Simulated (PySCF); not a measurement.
**Exercise with solution: oscillator strength and radiative lifetime**

Ge(Br)(OMe) (CH3BrGeO), SMILES C[O][Ge][Br] (connectivity only; charge and spin as stated), neutral, multiplicity 1.

Geometry optimised at PBE0-D3(BJ)/def2-SVP. The structure was generated by enumeration; whether it is a known compound was not checked. One conformer was computed; it need not be the lowest.

TDA-PBE0/def2-SVPD (PySCF) puts the first singlet state with f over 0.02 at 4.37 eV (vertical), with the transition dipole (0.000, 0.000, -0.454) in atomic units.

Find the oscillator strength, the wavelength and the radiative lifetime that this transition would have in vacuum if emission retraced absorption.


|μ|² = 0.2061 au, so |μ| = 1.15 D. ΔE = 4.37/27.211 = 0.1606 hartree. f = (2/3) ΔE |μ|² = 0.022 (the program prints 0.022).
λ = 1239.84/4.37 = 284 nm; ν = 35246 cm⁻¹.
Einstein's coefficient A = 0.6670 ν² f s⁻¹ (ν in cm⁻¹) = 1.8e7 s⁻¹, so τ = 1/A = 55 ns. This state is S1. The figure is the radiative limit of this one transition; relaxation, internal conversion, crossing to triplets and a medium change what is measured.
